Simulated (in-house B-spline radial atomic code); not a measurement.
## The lanthanide contraction in the 3+ ions

Computed with a B-spline radial code for spherical atoms: non-relativistic Hartree-Fock (point nucleus) and Dirac-Hartree-Fock (finite nucleus), averages of the listed configurations; Dirac values are occupation-weighted means over j unless j is named.

```json
{"ion": "La3+", "configuration": "[Kr] 4d10 5s2 5p6", "<r>(5p) NR": "1.787", "<r>(5p) Dirac": "1.764", "<r>(4f) Dirac": "-"}
{"ion": "Ce3+", "configuration": "[Xe] 4f1", "<r>(5p) NR": "1.751", "<r>(5p) Dirac": "1.725", "<r>(4f) Dirac": "1.02"}
{"ion": "Pr3+", "configuration": "[Xe] 4f2", "<r>(5p) NR": "1.718", "<r>(5p) Dirac": "1.689", "<r>(4f) Dirac": "0.977"}
{"ion": "Nd3+", "configuration": "[Xe] 4f3", "<r>(5p) NR": "1.686", "<r>(5p) Dirac": "1.655", "<r>(4f) Dirac": "0.9399"}
{"ion": "Pm3+", "configuration": "[Xe] 4f4", "<r>(5p) NR": "1.657", "<r>(5p) Dirac": "1.624", "<r>(4f) Dirac": "0.9072"}
{"ion": "Sm3+", "configuration": "[Xe] 4f5", "<r>(5p) NR": "1.63", "<r>(5p) Dirac": "1.594", "<r>(4f) Dirac": "0.8778"}
{"ion": "Eu3+", "configuration": "[Xe] 4f6", "<r>(5p) NR": "1.604", "<r>(5p) Dirac": "1.566", "<r>(4f) Dirac": "0.8512"}
{"ion": "Gd3+", "configuration": "[Xe] 4f7", "<r>(5p) NR": "1.579", "<r>(5p) Dirac": "1.54", "<r>(4f) Dirac": "0.8268"}
{"ion": "Tb3+", "configuration": "[Xe] 4f8", "<r>(5p) NR": "?", "<r>(5p) Dirac": "?", "<r>(4f) Dirac": "?"}
{"ion": "Dy3+", "configuration": "[Xe] 4f9", "<r>(5p) NR": "1.533", "<r>(5p) Dirac": "1.49", "<r>(4f) Dirac": "0.7835"}
{"ion": "Ho3+", "configuration": "[Xe] 4f10", "<r>(5p) NR": "1.511", "<r>(5p) Dirac": "1.466", "<r>(4f) Dirac": "0.7641"}
{"ion": "Er3+", "configuration": "[Xe] 4f11", "<r>(5p) NR": "1.491", "<r>(5p) Dirac": "1.444", "<r>(4f) Dirac": "0.746"}
{"ion": "Tm3+", "configuration": "[Xe] 4f12", "<r>(5p) NR": "1.471", "<r>(5p) Dirac": "1.422", "<r>(4f) Dirac": "0.729"}
{"ion": "Yb3+", "configuration": "[Xe] 4f13", "<r>(5p) NR": "?", "<r>(5p) Dirac": "?", "<r>(4f) Dirac": "?"}
{"ion": "Lu3+", "configuration": "[Xe] 4f14", "<r>(5p) NR": "1.433", "<r>(5p) Dirac": "1.38", "<r>(4f) Dirac": "0.6979"}
```

Radii in bohr.

Problem. What are the radii for Tb3+?

Solution. 5p: 1.555 bohr without and 1.514 bohr with relativity; 4f: 0.8043 bohr.

Problem. What are the radii for Yb3+?

Solution. 5p: 1.451 bohr without and 1.401 bohr with relativity; 4f: 0.713 bohr.

Problem. How large is the contraction, and how much of it is relativistic?

Solution. From La3+ to Lu3+ the 5p radius shrinks by 0.354 bohr without relativity and 0.384 bohr with it, so relativity accounts for 8 % of the total. The main cause is that each added 4f electron screens the added nuclear charge incompletely.
